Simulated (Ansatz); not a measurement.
The cluster FePt₂. Total charge 0; singlet. Geometry PBE0-D4/def2-TZVP; atoms count from 1.

```xyz
3

Fe    0.768    0.476    0.932
Pt   -0.316   -1.373    0.058
Pt   -0.452    0.897   -0.990
```

In the def2 sets Pt takes a core potential; there is no spin–orbit coupling. The restricted singlet is unstable: a solution with broken spin symmetry lies lower. The geometry of the singlet was relaxed on an unsound state (restricted singlet, unstable towards broken spin symmetry). At PBE0-D4/def2-TZVP a quintet of charge 0 lies 3.02 eV below the restricted singlet, each at its own geometry. The structure comes from a short search, and lower isomers may exist.

Estimate the Mulliken populations from the PBE0/def2-TZVP orbitals of Ansatz.


```tsv
atom	charge (e)	d electrons
Fe1	0.25	6.80
Pt2	-0.13	9.16
Pt3	-0.13	9.16
```
Mulliken values and Mayer orders depend strongly on the basis.

And the Mayer bond orders between bonded heavy atoms (over 0.3)?

Fe1–Pt2 1.22 (2.32 Å); Fe1–Pt3 1.22 (2.32 Å); Pt2–Pt3 0.80 (2.50 Å).
